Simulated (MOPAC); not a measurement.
MOPAC input (PM6):

```
PM6 FORCE THERMO(298,298) PRECISE LET GEO-OK AUX(PRECISION=9) THREADS=1
FIn

In    0.00000000 1    0.00000000 1   -0.29742408 1
F     0.00000000 1   -0.00000000 1    1.68424743 1
```

### Question
Which zero-point energy does it print?

### Answer
0.95 kcal/mol, from the harmonic wavenumbers of PM6.
